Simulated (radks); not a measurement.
Values are calculated unless marked as measured or tabulated.
Species: the samarium ion Sm2+. Configuration: [Kr] 4d10 4f6 5p6 5f2 (not the ground configuration). Code: a radial shooting solver on a logarithmic mesh with Libxc functionals. Model: Dirac Kohn-Sham, PBE, spin-unpolarised, spherical densities, point nucleus; open shells fill j = l - 1/2 first.

Normalised radial functions P(r) = r R(r) (large component), r in bohr:

r,4p3/2,4f5/2,4f7/2
0.001103,0.0018,0.0000,0.0000
0.001768,0.0044,0.0000,0.0000
0.002834,0.0108,0.0000,0.0000
0.004507,0.0252,0.0000,0.0000
0.007226,0.0581,0.0000,0.0000
0.01158,0.1268,0.0000,0.0000
0.01857,0.2537,0.0003,0.0002
0.02978,0.4380,0.0014,0.0012
0.04736,0.5745,0.0066,0.0062
0.07592,0.3886,0.0290,0.0278
0.1217,-0.3208,0.1081,0.1047
0.1951,-0.8461,0.3176,0.3105
0.3103,0.0423,0.6764,0.6660
0.4975,1.3841,1.0033,0.9944
0.7977,1.0674,0.9782,0.9766
1.279,0.2329,0.6431,0.6483
2.034,0.0123,0.2769,0.2831
3.261,0.0001,0.0602,0.0629
5.227,0.0000,0.0047,0.0051
8.381,0.0000,0.0001,0.0001
13.33,0.0000,0.0000,0.0000

4p3/2: eigenvalue -269.52 eV, 2 radial nodes at r = 0.101, 0.306 bohr, <r> = 0.623 bohr, 90 % of the charge inside 0.906 bohr. 4f5/2: eigenvalue -32.387 eV, 0 radial nodes, <r> = 0.911 bohr, 90 % of the charge inside 1.55 bohr. 4f7/2 (empty): eigenvalue -31.807 eV, 0 radial nodes, <r> = 0.921 bohr, 90 % of the charge inside 1.57 bohr.
